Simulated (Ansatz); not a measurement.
Reactions of CH$_{6}$FNOSn (`[CH3][Sn]([NH2])([OH])[F]`).

Program: Ansatz. Geometries: PBE0-D4/def2-TZVP. ΔE: electronic, gas phase. CCSD(T)/CBS adds triple-zeta CCSD(T) − MP2 to the extrapolated MP2 energy (def2 sets, frozen cores). This one scheme is used for every species. Functionals use def2-TZVPP. Elements past krypton have def2 core potentials. For Mg, Sn outer-core shells are correlated without core-valence functions, which leaves a few kJ/mol of doubt a bond. One conformer a species, not always the lowest.

```tsv
reaction	ωB97M-V (kJ/mol)	CCSD(T)/CBS(def2) (kJ/mol)
`[CH3][Sn]([NH2])([OH])[F]` → `[CH3][Sn][F]` + `NO`	287	307
`[CH3][Sn]([NH2])([OH])[F]` → CH₃NH₂ + `[OH][Sn][F]`	42	53
`[CH3][Sn]([NH2])([OH])[F]` + `FC[SiH2]S` → `CS[SiH2]CF` + `[NH2][SnH]([OH])[F]`	52	58
`[CH3][Sn]([NH2])([OH])[F]` + H₂ → `[CH3][SnH]([NH2])[F]` + H₂O	18	21
`[CH3][Sn]([NH2])([OH])[F]` + H₂S → `[NH2][Sn]([OH])([F])[SH]` + CH₄	-72	-70
`[CH3][Sn]([NH2])([OH])[F]` + `[OH][Mg][OH]` → `C[O][Mg][OH]` + `[NH2][SnH]([OH])[F]`	97	105
`[CH3][Sn]([NH2])([OH])[F]` → `CF` + `[NH2][Sn][OH]`	121	133
```

Largest T1 diagnostic: 0.018, for `[OH][Sn][F]`.
